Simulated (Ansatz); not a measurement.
closo-1-SB6 (no H on S) (B₆H₆S). The state is a singlet with charge 0. Geometry PBE0-D4/def2-SVP; atoms count from 1.

```tsv
atom	x (Å)	y (Å)	z (Å)
B1	0.972	0.168	1.056
B2	-0.312	-0.941	1.052
B3	-0.302	0.355	-1.368
B4	-1.100	-0.825	-0.446
B5	-0.601	0.695	0.370
B6	0.978	0.969	-0.439
S7	0.926	-1.070	-0.569
H8	1.837	0.227	1.881
H9	-0.499	-1.791	1.873
H10	-0.482	0.568	-2.532
H11	-1.933	-1.581	-0.855
H12	-1.332	1.538	0.819
H13	1.848	1.686	-0.842
```

Another isomer (singlet) lies 0.72 eV lower at PBE0-D4/def2-TZVP; other spin states weren't run for this one.

Q: Estimate the Mulliken populations from the PBE0/def2-TZVP orbitals of Ansatz.

A: 
```
atom  charge (e)
  B1       -0.06
  B2       -0.06
  B3       -0.06
  B4       -0.06
  B5       -0.18
  B6       -0.06
  S7        0.07
  H8        0.07
  H9        0.07
 H10        0.07
 H11        0.07
 H12        0.04
 H13        0.07
```
Mulliken values depend strongly on the basis.

Q: And the Mayer bond orders between heavy atoms (over 0.3)?

A: B1–B2 0.71 (1.70 Å); B1–B5 0.57 (1.80 Å); B1–B6 0.71 (1.70 Å); B1–S7 0.53 (2.04 Å); B2–B4 0.71 (1.70 Å); B2–B5 0.57 (1.80 Å); B2–S7 0.53 (2.04 Å); B3–B4 0.71 (1.70 Å); B3–B5 0.57 (1.80 Å); B3–B6 0.71 (1.70 Å); B3–S7 0.53 (2.04 Å); B4–B5 0.57 (1.80 Å); B4–S7 0.53 (2.04 Å); B5–B6 0.57 (1.80 Å); B5–S7 0.32 (2.52 Å); B6–S7 0.53 (2.04 Å).
